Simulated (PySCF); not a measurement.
Gas-phase XPS of `CCO[SiH2]Cl`, computed

Compound: C2H7ClOSi.
Z-matrix (Å and degrees, PBE0-D3(BJ)/def2-SVP geometry), rows numbered from 1:
```
C 
C   1  1.5097
O   2  1.4110  1  109.18
Si  3  1.6504  2  125.44  1   173.31
Cl  4  2.0541  3  106.45  2  -173.16
H   1  1.0998  2  110.39  3   -60.10
H   1  1.1002  2  110.69  3   179.53
H   1  1.0998  2  110.29  3    59.28
H   2  1.1068  1  110.11  3  -120.95
H   2  1.1073  1  110.21  3   121.33
H   4  1.4897  3  111.65  2    68.98
H   4  1.4906  3  110.85  2   -54.86
```

The calculation used PySCF 2.14.0, delta-SCF UKS SCAN, pcX-2 on the ionised atom, pcseg-1 elsewhere, spin-free X2C. Each binding energy is the total energy of the core-ionised species, with the hole localised on one atom, minus that of the ground state; both are solved self-consistently, so orbital relaxation is included.

Task: List the computed XPS lines with their assignment.

Result: 
| atom(s) | environment | level | binding energy (eV) | 2p1/2 (eV) | above the level's lowest (eV) | count |
| --- | --- | --- | --- | --- | --- | --- |
| C1 | methyl carbon | C 1s | 290.93 | – | 0.00 | 1 |
| C2 | sp3 carbon bound to oxygen | C 1s | 292.66 | – | +1.73 | 1 |
| O3 | silyl ether oxygen | O 1s | 538.29 | – | 0.00 | 1 |
| Si4 | chlorine-bound silicon | Si 2p3/2 | 108.26 | 108.89 | 0.00 | 1 |
| Si4 | chlorine-bound silicon | Si 1s | 1848.31 | – | 0.00 | 1 |
| Cl5 | silicon-bound chlorine | Cl 2p3/2 | 206.06 | 207.71 | 0.00 | 1 |
| Cl5 | silicon-bound chlorine | Cl 1s | 2828.64 | – | 0.00 | 1 |

The listed C 1s values span 1.73 eV, from C1 (bonded to C and 3 H) to C2 (bonded to O, C and 2 H).

Task: Which effective nuclear charge Zeff reproduces each element's mean 1s value in the hydrogen-like formula E = 13.606 eV × Zeff²?

Result: C (Z = 6): mean 291.8 eV, Zeff = 4.63, Z − Zeff = 1.37; O (Z = 8): mean 538.3 eV, Zeff = 6.29, Z − Zeff = 1.71; Si (Z = 14): mean 1848.3 eV, Zeff = 11.66, Z − Zeff = 2.34; Cl (Z = 17): mean 2828.6 eV, Zeff = 14.42, Z − Zeff = 2.58. Means run over the listed sites, weighted by atom count.

Task: Give the binding energy of Si 1s of Si4 in hartree and in kJ/mol.

Result: 1848.31 eV = 67.9241 Eh = 178335 kJ/mol.

Spin–orbit and ligand-field terms were added within each 2p shell after the spin-free SCF. 2p1/2 minus 2p3/2 (ligand field included): Si 0.63 eV, Cl 1.65 eV. One conformer (not necessarily the lowest) at the PBE0-D3(BJ)/def2-SVP geometry, without solvent, vibrations or thermal averaging.
